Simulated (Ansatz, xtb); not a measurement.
**C3H7GeN: 3 structures ranked**

3 gas-phase structures of C3H7GeN, from a drawn sample of its isomers (lower ones may exist). Each was relaxed with GFN2-xTB:

A. `C#C[C@@H](N)[GeH3]`, a singlet
B. `NC#C[CH2][GeH3]`, a singlet
C. `NCC#[C][GeH3]`, a singlet

Problem. Make a reasoned guess at their ranking by r2SCAN-D4/def2-SVP single-point energy.

Solution. Calculated order at r2SCAN-D4/def2-SVP: B (0.000), C (0.070), A (0.393) eV. CCSD(T)/def2-SVP + ΔMP2/def2-TZVPP after further relaxation puts C lowest instead.

Energies above the lowest of each column, in eV; the last columns are at B3LYP/def2-SVP geometries:

| structure | GFN2-xTB | HF/STO-3G | r2SCAN-D4/def2-SVP | B3LYP/def2-SVP | CCSD(T)/def2-SVP + ΔMP2/def2-TZVPP |
| --- | --- | --- | --- | --- | --- |
| B | 0.000 | 0.383 | 0.000 | 0.000 | 0.182 |
| C | 0.179 | 0.000 | 0.070 | 0.051 | 0.000 |
| A | 0.399 | 0.737 | 0.393 | 0.387 | 0.345 |

CCSD(T)/def2-SVP + ΔMP2/def2-TZVPP puts C lowest; GFN2-xTB picks B, r2SCAN-D4/def2-SVP picks B, B3LYP/def2-SVP picks B. CCSD(T)/def2-SVP + ΔMP2/def2-TZVPP orders those it was run on as C (0.000), B (0.182), A (0.345) eV. Flexible structures stand in one conformer each, not always the lowest. ΔMP2 is the change of the MP2 energy from the smaller to the larger basis.

Programs: Ansatz 0.2.0, xtb 6.7.1.
